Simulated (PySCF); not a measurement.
Computed shifts of a molecule C₉H₇NS, PBE/pcSseg-1 (PySCF), GIAO, gas phase, equivalent atoms averaged, in ppm (number of nuclei): ¹³C: 151.9 (1), 149.7 (1), 141.9 (1), 136.6 (1), 134.3 (2), 133.9 (1), 133.3 (1), 130.2 (1). ¹⁵N: 366.4 (1). ¹H: 8.37 (1), 8.31 (1), 7.96 (1), 7.79 (1), 7.68 (2), 7.56 (1). References: ¹³C against TMS (σ = 182.0 ppm); ¹⁵N against NH3 (σ = 267.0 ppm); ³³S against H2S (σ = 706.5 ppm); ¹H against TMS (σ = 31.49 ppm), references at their B3LYP-D3(BJ)/def2-TZVP geometries, non-relativistic. Geometry: PBE0-D3(BJ)/def2-SVP. The values are those of a single conformer.

Pick the molecule that these values belong to.
(A) c1ccc(-c2cncs2)cc1
(B) C=Cc1csc(C#N)c1C=C
(C) c1ccc(-c2cscn2)cc1
(D) c1cncc(-c2cccs2)c1

A, c1ccc(-c2cncs2)cc1
